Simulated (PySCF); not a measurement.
From computed data to an observable: entropy of an ideal gas

isocyanic acid (CHNO), SMILES N=C=O.

The structure is a stationary point at PBE-D3(BJ)/def2-TZVP.

PBE-D3(BJ)/def2-TZVP in PySCF gives the harmonic wavenumbers 559, 611, 780, 1295, 2287, 3595 cm⁻¹ and the rotational temperatures 41.0739, 0.5243, 0.5177 K. The molar mass is 43.03 g/mol, the symmetry number 1, the spin multiplicity 1.

**Question.** Work out the entropy at 298.15 K and 1 atm in the rigid-rotor, harmonic-oscillator model.

**Answer.** 
Translation (Sackur–Tetrode at 1 atm): S = R[1.5 ln M + 2.5 ln T − 1.16487] = 155.7 J/(mol K).
Rotation: q = (√π/σ) T^1.5/√(θA θB θC) = 2730, S = R[ln q + 3/2] = 78.3 J/(mol K).
Vibration: with u = 1.4388 ν/T, each mode gives R[u/(e^u − 1) − ln(1 − e^−u)]:
```json
[
 {"ν (cm⁻¹)": "559", "modes": "1", "u": "2.70", "S (J/(mol K))": "2.20"},
 {"ν (cm⁻¹)": "611", "modes": "1", "u": "2.95", "S (J/(mol K))": "1.80"},
 {"ν (cm⁻¹)": "780", "modes": "1", "u": "3.76", "S (J/(mol K))": "0.94"},
 {"ν (cm⁻¹)": "1295", "modes": "1", "u": "6.25", "S (J/(mol K))": "0.12"}
]
```
The stiffer modes add less than 0.005 each. Sum 5.1 J/(mol K).
Spin: R ln 1 = 0.0 J/(mol K).
Total 239.0 J/(mol K); the program's own thermochemistry gives 239.0. Translation makes up 65 % and vibration 2 %. Anharmonicity, hindered rotation and orbital degeneracy are left out.
